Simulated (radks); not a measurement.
The numbers below are computed, except where a source is named.
Effect of the nuclear size on neutral silver, [Kr] 4d10 5s1. Code: a radial shooting solver on a logarithmic mesh with Libxc functionals. Model: Dirac Kohn-Sham, exchange-only LDA, spin-unpolarised, spherical densities, finite nucleus; Fermi nuclear charge, rms radius 4.5454 fm. The rms radius is varied about that value; shifts are against it.

\begin{tabular}{lrrrrrrr}
rms radius (fm) & total energy shift (eV) & density at nucleus (e/bohr^3) & 1s1/2 shift (meV) & 2s1/2 shift (meV) & 3p1/2 shift (meV) & 4s1/2 shift (meV) & 4p1/2 shift (meV) \\ \hline
4.0181 & -0.615 & 1.475e+05 & -259 & -28.9 & 0.326 & -1.02 & 0.061 \\
4.4045 & -0.171 & 1.457e+05 & -71.9 & -8.03 & 0.090 & -0.283 & 0.017 \\
4.5454 & 0 & 1.451e+05 & 0.000 & 0.000 & 0.000 & 0.000 & 0.000 \\
4.9272 & 0.486 & 1.435e+05 & 205 & 22.9 & -0.257 & 0.806 & -0.049 \\
5.0408 & 0.637 & 1.431e+05 & 268 & 30.0 & -0.337 & 1.06 & -0.064 \\
\end{tabular}

Slopes of the eigenvalues against <r^2> in GHz/fm^2, as finite differences over the two radii next to the reference (eigenvalue slopes, not the field-shift constants of lines): 1s1/2 13700, 2s1/2 1530, 3p1/2 -17.2, 4s1/2 54.0, 4p1/2 -3.25.
